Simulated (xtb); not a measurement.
C4H10Cd, charge -1, doublet, geometry from GFN2-xTB (such geometries of metal compounds can be far from the true shape) (a state made from the parent by changing its charge; the spin is typed, not shown lowest); GFN0-xTB in xtb 6.7.1.

Input for xtb:
```
$ xtb mol.xyz --gfn 0 --chrg -1 --uhf 1 --json

# file mol.xyz
15

Cd     0.61871508     0.17385886     0.12091495
C     -1.05596693    -0.76951220     2.04049801
C     -0.76221012    -2.26703958     2.10367135
H     -2.08139918    -0.64062863     1.64384138
H     -1.08386799    -0.38373978     3.07767698
H      0.20903105    -2.45498206     2.57467417
H     -0.73439591    -2.70012617     1.09636941
H     -1.50969502    -2.84993609     2.68017020
C     -0.46840935     0.34174745    -2.36173853
C     -1.01204936     1.76751606    -2.42906994
H     -1.33083013    -0.35217598    -2.37407701
H      0.08958836     0.14494115    -3.29728625
H     -0.19526239     2.49344179    -2.51059825
H     -1.58376293     2.00790460    -1.52437936
H     -1.68591544     1.95380547    -3.29047411
```

Task: Write the output that xtb gives for this input, abridged.

Result: 
```
   ID    Z sym.   atoms
    1   48 Cd     1
    2    6 C      2, 3, 9, 10
    3    1 H      4-8, 11-15

           -------------------------------------------------
          |                Calculation Setup                |
           -------------------------------------------------

molecular fragmentation (1/2 indicates fragments):
111121112222222
# atoms in fragment 1/2:     7     8
 fragment masses (1/2) :      140.46       30.07
CMA distance (Bohr)    :   6.059
constraining FC (au)   :  0.0500

           -------------------------------------------------
          |                 G F N 0 - x T B                 |
           -------------------------------------------------

          ...................................................
          :                      SETUP                      :
          :.................................................:
          :  # basis functions                  40          :
          :  # atomic orbitals                  40          :
          :  # shells                           30          :
          :  # electrons                        29          :
          :  electronic temp.          300.0000000     K    :
          :  accuracy                    1.0000000          :
          :  -> integral cutoff          0.2500000E+02      :
          :  -> integral neglect         0.1000000E-07      :
          ...................................................

         :::::::::::::::::::::::::::::::::::::::::::::::::::::
         ::                     SUMMARY                     ::
         :::::::::::::::::::::::::::::::::::::::::::::::::::::
         :: total energy             -16.293236232233 Eh    ::
         :: gradient norm              0.029717159842 Eh/a0 ::
         :: HOMO-LUMO gap              4.995790601422 eV    ::
         ::.................................................::
         :: H0 energy                -15.339164802809 Eh    ::
         :: repulsion energy           0.197357225424 Eh    ::
         :: electrostat energy        -1.146927208897 Eh    ::
         :: -> Gsolv                   0.000000000000 Eh    ::
         ::    -> Gsasa                0.000000000000 Eh    ::
         ::    -> Gshift               0.000000000000 Eh    ::
         :: dispersion energy         -0.004501445951 Eh    ::
         :: short-range corr.          0.000000000000 Eh    ::
         :: add. restraining           0.000000000000 Eh    ::
         :: total charge              -1.000000000000 e     ::
         :::::::::::::::::::::::::::::::::::::::::::::::::::::

           -------------------------------------------------
          |                Property Printout                |
           -------------------------------------------------

    * Orbital Energies and Occupations

         #    Occupation            Energy/Eh            Energy/eV
      -------------------------------------------------------------
         1        2.0000           -0.6344868             -17.2653
       ...           ...                  ...                  ...
         3        2.0000           -0.6052139             -16.4687
         4        2.0000           -0.6043535             -16.4453
         5        2.0000           -0.5494170             -14.9504
         6        2.0000           -0.5479552             -14.9106
         7        2.0000           -0.5346225             -14.5478
         8        2.0000           -0.5333898             -14.5143
         9        2.0000           -0.5017202             -13.6525
        10        2.0000           -0.5015205             -13.6471
        11        2.0000           -0.4946518             -13.4602
        12        2.0000           -0.4944981             -13.4560
        13        2.0000           -0.4538284             -12.3493
        14        2.0000           -0.4020974             -10.9416
        15        1.0000           -0.3596358              -9.7862 (HOMO)
        16                         -0.1760439              -4.7904 (LUMO)
        17                         -0.1585297              -4.3138
        18                         -0.1322433              -3.5985
        19                         -0.1262822              -3.4363
        20                         -0.1162616              -3.1636
        21                         -0.1097350              -2.9860
        22                         -0.1029272              -2.8008
        23                         -0.0874770              -2.3804
        24                         -0.0709344              -1.9302
        25                         -0.0694563              -1.8900
        26                         -0.0068814              -0.1873
       ...                                ...                  ...
        40                          0.4129953              11.2382
      -------------------------------------------------------------
                  HL-Gap            0.1835919 Eh            4.9958 eV
             Fermi-level            0.0000000 Eh            0.0000 eV

     #   Z          covCN         q      C6AA      α(0)
     1  48 Cd       0.655    -0.115   482.800    51.555
     2   6 C        3.145    -0.283    37.374     9.974
     3   6 C        3.745    -0.249    28.613     7.722
     4   1 H        0.922     0.043     2.413     2.429
     5   1 H        0.922     0.021     2.717     2.578
     6   1 H        0.924     0.009     2.907     2.666
     7   1 H        0.924     0.027     2.630     2.536
     8   1 H        0.922    -0.010     3.247     2.818
     9   6 C        3.147    -0.283    37.369     9.973
    10   6 C        3.745    -0.249    28.605     7.721
    11   1 H        0.922     0.042     2.421     2.433
    12   1 H        0.922     0.021     2.722     2.580
    13   1 H        0.924     0.009     2.904     2.665
    14   1 H        0.924     0.028     2.619     2.531
    15   1 H        0.922    -0.011     3.248     2.819

 Mol. C6AA /au·bohr⁶  :       3687.374572
 Mol. C8AA /au·bohr⁸  :     150484.921646
 Mol. α(0) /au        :        112.998606

Wiberg/Mayer (AO) data.
largest (>0.10) Wiberg bond orders for each atom

 ---------------------------------------------------------------------------
     #   Z sym  total        # sym  WBO       # sym  WBO       # sym  WBO
 ---------------------------------------------------------------------------
     1  48 Cd   1.091 --     2 C    0.438     9 C    0.437
     2   6 C    3.606 --     3 C    1.039     5 H    0.978     4 H    0.964
                             1 Cd   0.438     9 C    0.176
     3   6 C    3.976 --     2 C    1.039     6 H    0.972     8 H    0.970
                             7 H    0.959
     4   1 H    0.990 --     2 C    0.964
     5   1 H    0.986 --     2 C    0.978
     6   1 H    0.982 --     3 C    0.972
     7   1 H    0.982 --     3 C    0.959
     8   1 H    0.977 --     3 C    0.970
     9   6 C    3.606 --    10 C    1.039    12 H    0.978    11 H    0.964
                             1 Cd   0.437     2 C    0.176
    10   6 C    3.976 --     9 C    1.039    13 H    0.972    15 H    0.970
                            14 H    0.958
    11   1 H    0.990 --     9 C    0.964
    12   1 H    0.986 --     9 C    0.978
    13   1 H    0.981 --    10 C    0.972
    14   1 H    0.982 --    10 C    0.958
    15   1 H    0.977 --    10 C    0.970
 ---------------------------------------------------------------------------

Topologies differ in total number of bonds
Writing topology from bond orders to xtbtopo.mol

 dipole moment from electron density (au)
     X       Y       Z
   0.8534   0.2446   0.1849  total (Debye):    2.305

           -------------------------------------------------
          | TOTAL ENERGY              -16.293236232233 Eh   |
          | GRADIENT NORM               0.029717159842 Eh/α |
          | HOMO-LUMO GAP               4.995790601422 eV   |
           -------------------------------------------------

normal termination of xtb
```
